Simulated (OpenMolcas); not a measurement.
Dy2+: effect of the metal basis and ligand basis

Dy2+ with 8 ligands (chloride) in square antiprismatic coordination (D4d) at 2.95 Å, a polar angle of 59.0° against the regular 57.3°. A charge of +0.75 e stands 2.6 Å behind each ligand.

```json
{"Program": "OpenMolcas 26.06", "Method": "CASSCF", "Spin-orbit coupling": "RASSI with atomic mean-field integrals over the reference wave functions"}
```

Fixed: active space 10 electrons in 7 orbitals (4f), DKH2 Hamiltonian.

Energies in cm-1 above the lowest state or level, χT in cm3 K/mol.

```csv
Run,Metal basis,Ligand basis,Ground state,First state of that spin,First gap with spin-orbit (degeneracies),Width of lowest J,χT at 300 K,Cost
A,ANO-RCC-VDZP,ANO-RCC-VDZP,2S+1 = 5,14.3,"0.2 (1, 1)",89,13.932,roughly 7 core-minutes
B,ANO-RCC-VTZP,ANO-RCC-VTZP,2S+1 = 5,16.3,"0.1 (1, 1)",87,13.925,roughly 25 core-minutes
```

Against A, the width of the lowest J multiplet changes by -2.2 % in B.

Costs are those of the RASSCF and RASSI steps.

High states are left out of the spin-orbit mixing, which shifts the levels that they would mix with. Without dynamic correlation the ligand-field splitting of an f shell can come out too small, at times by half. A group larger than the point group allows holds several states that coincide in this model. No measured value stands beside these numbers; the geometry was imposed, not optimised, and the real ion may take another.

A state without a sure symmetry label is named by its multiplicity alone.
